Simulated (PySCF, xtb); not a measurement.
trisilylphosphine (H9PSi3), SMILES [SiH3]P([SiH3])[SiH3].

xtb 6.7.1 with GFN2-xTB at its own geometry gives an orbital gap of 4.22 eV and a dipole moment of 1.78 D.

Geometry optimised at PBE0-D3(BJ)/def2-SVP.

What does PBE/def2-TZVP in PySCF give? (The exact figures need the calculation; the answer reports its results.)

gap 5.29 eV (levels -6.34 and -1.05 eV), dipole 0.42 D.
